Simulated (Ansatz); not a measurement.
Input and output for C₇H₁₈AuPS, SMILES `CC[P+](CC)(CC)[Au-][S]C`.

```yaml
crystal:
  periodic: [false, false, false]
  atoms:
    - {symbol: C, position_ang: [-1.285553, -0.274773, -2.293579]}
    - {symbol: C, position_ang: [-0.940675, 1.018689, -1.329129]}
    - {symbol: P, position_ang: [-0.379834, 0.112272, 0.427704]}
    - {symbol: C, position_ang: [-2.114459, -0.896281, 0.728352]}
    - {symbol: C, position_ang: [-3.108705, 0.141925, 0.984603]}
    - {symbol: C, position_ang: [-0.049498, 1.186962, 1.435323]}
    - {symbol: C, position_ang: [1.324884, 2.257961, 1.151407]}
    - {symbol: Au, position_ang: [1.527678, -1.610538, 0.212666]}
    - {symbol: S, position_ang: [2.952748, -3.124196, 0.280291]}
    - {symbol: C, position_ang: [4.346158, -2.069967, -0.461789]}
    - {symbol: H, position_ang: [-0.428952, -1.271870, -2.289813]}
    - {symbol: H, position_ang: [-1.526046, 0.073809, -3.224202]}
    - {symbol: H, position_ang: [-2.159272, -0.803735, -2.115329]}
    - {symbol: H, position_ang: [0.068998, 1.166837, -1.698419]}
    - {symbol: H, position_ang: [-1.539101, 1.439600, -1.518322]}
    - {symbol: H, position_ang: [-1.708341, -1.078404, 1.734360]}
    - {symbol: H, position_ang: [-2.157900, -1.876005, 0.189615]}
    - {symbol: H, position_ang: [-3.385471, 0.584210, -0.161682]}
    - {symbol: H, position_ang: [-3.859322, -0.301349, 1.359646]}
    - {symbol: H, position_ang: [-3.283389, 0.716727, 1.554963]}
    - {symbol: H, position_ang: [-1.001749, 2.147112, 1.434234]}
    - {symbol: H, position_ang: [-0.320839, 1.110157, 2.302447]}
    - {symbol: H, position_ang: [1.163174, 2.785028, 0.073572]}
    - {symbol: H, position_ang: [1.133652, 2.984764, 1.745115]}
    - {symbol: H, position_ang: [2.240525, 1.523402, 1.052059]}
    - {symbol: H, position_ang: [5.357921, -2.643059, -0.354019]}
    - {symbol: H, position_ang: [4.584868, -1.079494, 0.379923]}
    - {symbol: H, position_ang: [4.428705, -1.473768, -1.379731]}
basis:
  gaussian: {orbitals: def2-TZVPP, final_grid: {core_spheres: 8, valence_spheres: 7, degree: 23}}
hamiltonian: {xc: {name: BLYP}}
output: {forces: true}
```

```sh
$ ansatz run in.yaml --threads 11 --pin off --events-out ev --progress --plain --max-ram 174080MiB --backend cuda --devices 0, --max-vram 75GiB
```

Shortened log:

```
Functional definition: BLYP
3266 factors; their error is unknown
mean field evaluation 1: about -31307.4944 eV, gradient 1.4e2 eV
mean field evaluation 2: about -31189.5414 eV, gradient 2.4e2 eV
mean field evaluation 4: about -31350.7997 eV, gradient 4.1e1 eV
mean field evaluation 8: about -31354.5401 eV, gradient 7.3e-1 eV
mean field evaluation 16: about -31354.4589 eV, gradient 1.1e-2 eV
mean field -31354.45888574 eV, -1152.2551112354 hartree, gradient 7.3e-5 eV, S^2 0.000000; 0 other end points of the search recorded, 0 dependent functions left out
reference -31354.45937853 eV, -1152.2551293450 hartree; 55, 55 occupied and 554, 554 virtual orbitals, 3266 factors
Total energy: -31354.45937853 eV, -1152.2551293450 hartree
Atom 0 at    -1.285553    -0.274773    -2.293579 Å, force     3.798224    -2.273931     2.329312 eV/Å
Atom 1 at    -0.940675     1.018689    -1.329129 Å, force    26.617863   -22.965216     7.021841 eV/Å
Atom 2 at    -0.379834     0.112272     0.427704 Å, force    -3.003944    -9.361587   -11.347253 eV/Å
Atom 3 at    -2.114459    -0.896281     0.728352 Å, force     4.925527     1.226601     3.007093 eV/Å
Atom 4 at    -3.108705     0.141925     0.984603 Å, force     4.016913    -9.716942   -19.605384 eV/Å
Atom 5 at    -0.049498     1.186962     1.435323 Å, force     2.564531    14.131567    -1.637666 eV/Å
Atom 6 at     1.324884     2.257961     1.151407 Å, force    -0.350805    -6.790559    -6.853789 eV/Å
Atom 7 at     1.527678    -1.610538     0.212666 Å, force    -4.513725     3.742580     0.248446 eV/Å
Atom 8 at     2.952748    -3.124196     0.280291 Å, force     3.627119    -2.279793    -1.014461 eV/Å
Atom 9 at     4.346158    -2.069967    -0.461789 Å, force     3.414844     2.022794     3.604123 eV/Å
Atom 10 at    -0.428952    -1.271870    -2.289813 Å, force    -2.017676     3.227097    -0.233325 eV/Å
Atom 11 at    -1.526046     0.073809    -3.224202 Å, force     0.387031     1.079510    -3.001168 eV/Å
Atom 12 at    -2.159272    -0.803735    -2.115329 Å, force    -2.047324    -0.943611     1.440538 eV/Å
Atom 13 at     0.068998     1.166837    -1.698419 Å, force    -0.169353     1.352686    -0.226455 eV/Å
Atom 14 at    -1.539101     1.439600    -1.518322 Å, force   -25.114831    19.394682    -6.584476 eV/Å
Atom 15 at    -1.708341    -1.078404     1.734360 Å, force    -0.300036    -1.319397     0.380749 eV/Å
Atom 16 at    -2.157900    -1.876005     0.189615 Å, force    -0.519932     1.300933     0.063095 eV/Å
Atom 17 at    -3.385471     0.584210    -0.161682 Å, force    -0.062925    -0.703240     3.005462 eV/Å
Atom 18 at    -3.859322    -0.301349     1.359646 Å, force    -6.881501    -4.730713     1.240877 eV/Å
Atom 19 at    -3.283389     0.716727     1.554963 Å, force    -0.469504    15.006777    13.547564 eV/Å
Atom 20 at    -1.001749     2.147112     1.434234 Å, force     1.829194    -1.811290    -0.614313 eV/Å
Atom 21 at    -0.320839     1.110157     2.302447 Å, force    -1.258694    -1.725489    10.247948 eV/Å
Atom 22 at     1.163174     2.785028     0.073572 Å, force     0.288703    -1.540753     2.035070 eV/Å
Atom 23 at     1.133652     2.984764     1.745115 Å, force    -0.061894     4.511500     4.791664 eV/Å
Atom 24 at     2.240525     1.523402     1.052059 Å, force    -1.370367     1.999672     0.850760 eV/Å
Atom 25 at     5.357921    -2.643059    -0.354019 Å, force    -1.670158     0.561427    -0.291128 eV/Å
Atom 26 at     4.584868    -1.079494     0.379923 Å, force    -0.632313    -2.638455    -1.989892 eV/Å
Atom 27 at     4.428705    -1.473768    -1.379731 Å, force    -1.024964    -0.756851    -0.415231 eV/Å
Dipole moment:    -1.026197     1.177631     0.238492 e Å
```

Run time 12 s (11 threads of an AMD EPYC 7R13 on a shared host and a whole NVIDIA H100 80 GB); peak host memory 1.1 GiB.
